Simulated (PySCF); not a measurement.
Molecular orbitals of CBr

TPSSh at R = 1.820 Å; C def2-TZVPPD, Br def2-TZVPPD; no relativity (PySCF 2.14). State: ²Π (doublet), unpaired electrons π ↑. Only the outer orbitals are listed, counted within each symmetry.

```csv
spin,orbital,occ.,ε (eV),on C (%),main shells (%)
α,8σ,1,-22.77,13,"83 Br s, 11 C s"
α,9σ,1,-15.64,55,"55 C s, 24 Br p, 20 Br s"
α,4π,1,-9.94,26,"74 Br p, 25 C p"
α,4π,1,-9.73,16,"84 Br p, 15 C p"
α,10σ,1,-8.99,65,"35 Br p, 34 C p, 30 C s"
α,5π,1,-5.83,70,"71 C p, 25 Br p"
α,5π,0,-4.05,78,"78 C p, 16 Br p"
α,11σ,0,-0.45,24,"58 Br p, 25 C p, 15 Br d"
α,12σ,0,0.39,43,"44 C s, 43 Br s, 13 Br p"
β,8σ,1,-22.53,9,88 Br s
β,9σ,1,-14.72,51,"49 C s, 32 Br p, 16 Br s"
β,4π,1,-9.67,13,"87 Br p, 12 C p"
β,4π,1,-9.22,9,"91 Br p, 8 C p"
β,10σ,1,-8.53,72,"38 C s, 33 C p, 28 Br p"
β,5π,0,-3.57,79,"79 C p, 12 Br p"
β,5π,0,-2.30,79,"78 C p, 12 Br d, 8 Br p"
β,11σ,0,-0.23,19,"64 Br p, 22 C p, 15 Br d"
```

Q: Which are the highest filled and the lowest empty level, where do they sit, and how wide is the gap?

A: Highest filled α 5π at -5.83 eV (in %: 71 C p, 25 Br p); lowest empty α 5π at -4.05 eV (in %: 78 C p, 16 Br p); the gap at TPSSh is 1.78 eV. Both belong to one degenerate shell, split only by its one-sided filling, so this is no excitation gap.

```json
{"bond order (Mayer)": "1.39", "⟨S²⟩": "0.757", "charge on C (Mulliken, basis-dependent)": "0.00", "charge on C (Löwdin, basis-dependent)": "-0.52", "dipole moment (positive dipole means C(−)Br(+))": "1.47 D"}
```

Spin–orbit coupling is left out. The state is the lowest determinant that a PBE0 search found; another state may lie lower at other levels.
